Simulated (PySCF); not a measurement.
Ionising SnPb

r²SCAN; PySCF, scalar-relativistic core potentials, basis sets Sn cc-pVDZ-PP with ECP28, Pb cc-pVDZ-PP with ECP60. Neutral (UKS): triplet (π ↑↑), Re = 2.842 Å, ωe = 164 cm⁻¹, De = 2.29 eV, HOMO -4.31 eV, LUMO -3.49 eV.

SnPb⁺ (UKS): quartet (σ ↑, π ↑↑), Re = 2.870 Å, ωe = 143 cm⁻¹. The energies at the minima are -407.33032 hartree for SnPb and -407.08284 for SnPb⁺.

Question: Work out the adiabatic ionisation energy, without and with harmonic zero-point energies (1 hartree = 27.2114 eV, 1 eV = 8065.5 cm⁻¹), and the change of the bond length.

Answer: At r²SCAN: 0.24748 hartree = 6.734 eV between the minima; the zero-point term (143.0 − 164.0)/2 cm⁻¹ = -0.001 eV makes it 6.733 eV. Re changes by +2.8 pm against the neutral. The electron leaves a σ orbital, and the small change of length marks it as nearly non-bonding.

Spin–orbit coupling is left out, which matters for elements this heavy, above all for dissociation energies. States were picked by a PBE0 search and need not be the measured ground states.
